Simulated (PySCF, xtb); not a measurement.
Sn(Cl)2 cation (Cl2Sn), SMILES [Sn]([Cl])[Cl] (connectivity only; charge and spin as stated), charge +1, multiplicity 2.

Harmonic wavenumbers (cm⁻¹) from GFN2-xTB (xtb) at its own minimum, in rising order: 45, 281, 291.

Q: What does PySCF with PBE-D3(BJ)/def2-TZVP give at its own minimum? (Estimate from the structure and the level; the computed values follow.)

A: 84, 336, 370. Paired by order, the mean absolute difference is 58 cm⁻¹ and the zero-point energies are 0.9 and 1.1 kcal/mol.
